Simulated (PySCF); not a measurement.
Vertical excitations of a molecule CH3Cl2NSi2 from TDA-PBE/def2-SVPD run with PySCF 2.14.0, as energy in eV (oscillator strength): 3.54 (0.002), 4.17 (0.000), 4.64 (0.005), 4.98 (0.005), 5.04 (0.020), 5.16 (0.026), 5.38 (0.012), 5.73 (0.008), 5.86 (0.046), 5.86 (0.003). Lowest triplet (TDA): 2.77 eV. The structure is a stationary point at r2SCAN-D4/def2-SVP. Other conformers were not sampled.

Question: Identify the compound among the candidates.
(A) Cl[Si@H]1C=N[Si@@H]1Cl
(B) Cl[Si]1(Cl)C=N[SiH2]1
(C) Cl[Si]1(Cl)N=C[SiH2]1

Answer: B, Cl[Si]1(Cl)C=N[SiH2]1
